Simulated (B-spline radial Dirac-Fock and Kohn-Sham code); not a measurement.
## Dipole and non-dipole photoemission parameters of Bi²⁺ 6s

System: Bi²⁺ in the configuration [Xe] 4f14 5d10 6s2 6p1; threshold 34.60 eV (orbital energy of the model). Method: Dirac-Hartree-Slater photoionisation with a Latter tail; cross sections with all multipoles, angular parameters from the dipole term and its interference with E2. Computed with an atomic code on a B-spline grid.

For linearly polarised light dσ/dΩ = σ/(4π) [1 + β P₂(cos θ) + (δ + γ cos²θ) sin θ cos φ], with θ from the polarisation vector and φ the angle between the beam and the projection of the electron momentum on the plane normal to the polarisation.

| hν (eV) | σ (kb) | β | γ |
| --- | --- | --- | --- |
| 57.2 | 50.4 | -0.438 | -0.125 |
| 94.6 | ? | ? | ? |
| 150 | 26.7 | 1.286 | 0.119 |
| 197 | 19.7 | 1.430 | 0.194 |
| 200 | 19.3 | 1.436 | 0.197 |
| 334 | 10.5 | 1.618 | 0.344 |
| 600 | 4.78 | 1.736 | 0.464 |
| 681 | 3.99 | 1.755 | 0.480 |
| 898 | 2.66 | 1.789 | 0.501 |
| 1120 | 1.91 | 1.811 | 0.500 |
| 1750 | 0.945 | 1.847 | 0.443 |
| 1970 | 0.780 | 1.854 | 0.414 |
| 3090 | 0.369 | 1.878 | 0.259 |
| 4000 | 0.237 | 1.890 | 0.144 |
| 4640 | 0.183 | 1.895 | 0.075 |
| 4980 | 0.161 | 1.897 | 0.042 |
| 5140 | 0.152 | 1.899 | 0.027 |
| 5414.7 | 0.139 | 1.900 | 0.004 |
| 5810 | 0.122 | 1.902 | -0.027 |
| 5960 | 0.117 | 1.903 | -0.038 |
| 6000 | 0.115 | 1.903 | -0.041 |
| 7560 | 0.0753 | 1.909 | -0.126 |
| 7610 | 0.0743 | 1.910 | -0.128 |
| 11700 | 0.0326 | 1.918 | -0.175 |
| 11800 | 0.0321 | 1.918 | -0.174 |
| 12000 | 0.0310 | 1.918 | -0.171 |
| 12400 | 0.0291 | 1.919 | -0.165 |
| 13100 | 0.0261 | 1.919 | -0.152 |
| 14100 | 0.0225 | 1.920 | -0.129 |
| 15000 | 0.0199 | 1.921 | -0.103 |

Q: Give the values at 94.6 eV.

A: σ = 40.1 kb, β = 0.799, γ = -0.054. For an s subshell δ is negligible.
